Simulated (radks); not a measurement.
Problem. Isoelectronic series with 24 electrons, all held in the configuration [Ar] 3d6, which need not be the ground one along the series. All-electron calculation, scalar-relativistic Kohn-Sham, PBEsol, spin-polarised, spherical densities, finite nucleus; open shells are filled with parallel spins first (spin-orbit coupling, left out, can overturn this in heavy ions); Fermi nuclear charge, rms radius of each element as measured or else 0.836 A^(1/3) + 0.57 fm. Program: a radial shooting solver on a logarithmic mesh with Libxc functionals. Total energies (hartree) and mean radii <r> (bohr):

ion    E (hartree)  3d down   3d up
I29+   -6591.59395   0.2663  0.2652
Xe30+  -6875.95087   0.2595  0.2584
Cs31+   -7166.9046   0.2530  0.2520
Ba32+   -7464.4992   0.2468  0.2459
La33+   -7768.7878   0.2410  0.2400
Ce34+   -8079.8188   0.2354  0.2345
Pr35+   -8397.6467   0.2300  0.2292
Nd36+   -8722.3238   0.2249  0.2241
Pm37+   -9053.9010   0.2200  0.2192
Sm38+   -9392.4246   0.2153  0.2146
Eu39+   -9737.9910   0.2108  0.2101
Gd40+  -10090.6385   0.2065  0.2059

Estimate the row of Tb41+.

Solution. E (hartree) -10450.4803; 3d down 0.2024; 3d up 0.2017.
